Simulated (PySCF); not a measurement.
C₆H₁₀NOSi (charge +1).
Numbering: `[NH3+:1][c:2]1[cH:3][cH:4][c:5]([O:6][SiH3:7])[cH:8][cH:9]1` (hydrogens: H10, H11, H12 on N1; H13 on C3; H14 on C4; H15, H16, H17 on Si7; H18 on C8; H19 on C9)

Cartesian coordinates in Å at the PBE0-D3(BJ)/def2-SVP level; atoms count from 1:
```
atom  x, y, z in Å
N1    -3.134   -0.553   -0.574
C2    -1.730   -0.172   -0.340
C3    -0.730   -1.117   -0.535
C4     0.590   -0.763   -0.286
C5     0.908    0.533    0.160
O6     2.145    0.929    0.414
Si7    3.635    0.105    0.284
C8    -0.127    1.468    0.348
C9    -1.444    1.118    0.101
H10   -3.228   -1.181   -1.383
H11   -3.716    0.273   -0.767
H12   -3.553   -1.034    0.236
H13   -0.959   -2.129   -0.881
H14    1.380   -1.500   -0.443
H15    4.642    1.103    0.706
H16    3.805   -0.322   -1.133
H17    3.589   -1.083    1.181
H18    0.134    2.471    0.688
H19   -2.236    1.857    0.252
```

Computed with PySCF at CAM-B3LYP/def2-SVPD, non-relativistic, on one gas-phase PBE0-D3(BJ)/def2-SVP geometry that isn't relaxed in the solvent. The solvent is an IEF-PCM continuum (van der Waals radii × 1.2). Specific hydrogen bonds and non-electrostatic terms are outside this model.

Gas phase at CAM-B3LYP/def2-SVPD: HOMO -11.86 eV, LUMO -3.85 eV.

Q: What does the continuum do to the energy and the frontier levels at CAM-B3LYP/def2-SVPD in chloroform and water?

A: 
| solvent | ε | E(solvent) − E(gas) (kcal/mol) | polarisation term (kcal/mol) | distortion of the solute (kcal/mol) | HOMO (eV) | LUMO (eV) |
| --- | --- | --- | --- | --- | --- | --- |
| chloroform | 4.711 | -50.92 | -53.58 | 2.66 | -8.94 | -0.51 |
| water | 78.36 | -65.67 | -70.95 | 5.28 | -8.25 | 0.22 |

The first energy column is the sum of the next two and covers electrostatics alone. The atom shares or the degeneracy of the LUMO differ from the gas phase in chloroform and water, so that column needn't follow one orbital. From chloroform to water the lowering changes by a factor 1.29, Born's factor 1 − 1/ε by 1.25 and ε itself by 16.6.

Q: Which radius a makes Born's formula ΔE = −(q²/2a)(1 − 1/ε) give the value in water?

A: a = q²(1 − 1/ε)/(2|ΔE|) = 2.50 Å, with q = +1 e and |ΔE| = 0.1047 Eh; the farthest nucleus lies 4.84 Å from the centroid of the nuclei. The formula assumes a point charge at the centre of a sphere.

Q: How does the static polarisability (CAM-B3LYP/def2-SVPD, frozen core, with the continuum's full static response) change?

A: 
```tsv
medium	isotropic (au)	principal values (au)	⟨r²⟩ of the electrons (bohr²)
gas	104.1	67.8, 101.2, 143.5	1829.2
chloroform	128.8	84.9, 132.0, 169.5	1827.0
water	141.6	96.4, 148.8, 179.7	1825.9
```

The isotropic value in water is 1.36 times the gas-phase one; no cavity-field correction is applied. ⟨r²⟩ is taken about the centre of nuclear charge.
